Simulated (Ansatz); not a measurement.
Consider the germylene formation by 1,1-elimination: `[OH][Ge]([SiH3])([Cl])[Cl]` → `[Cl][Ge][Cl]` + `O[SiH3]`.

Computed with Ansatz on PBE0-D4/def2-TZVP structures; ΔE is electronic, products minus reactants. CBS: MP2 limit from def2 TZ/QZ plus the TZ coupled-cluster correction, frozen cores. Functionals use def2-TZVPP. For Ge outer-core shells are correlated without core-valence functions, which leaves a few kJ/mol of doubt a bond. Scalar relativity is left out up to krypton. One conformer a species, not always the lowest.

```csv
species,B97M-V energy (Eh)
`[OH][Ge]([SiH3])([Cl])[Cl]`,-3364.00104
`[Cl][Ge][Cl]`,-2996.89046
`O[SiH3]`,-367.09867
```

Q: Work out ΔE.

A: ΔE = (-2996.89046) + (-367.09867) − (-3364.00104) = 0.01191 Eh = +31.3 kJ/mol. CCSD(T)/CBS gives +24.9 kJ/mol.

Largest T1 diagnostic among the species: 0.013.

Leaving LDA and LC-ωPBE aside and taking each functional with its dispersion term where it has one, the values, not all of them listed here, spread over 54.3 kJ/mol, from BLYP-D4 to PBE-QIDH. LDA lies +35.3 kJ/mol from PBE without D4. From PBE to PBE0 (25 % exact exchange), in def2-TZVPP and without D4, ΔE moves by +14.0 kJ/mol.
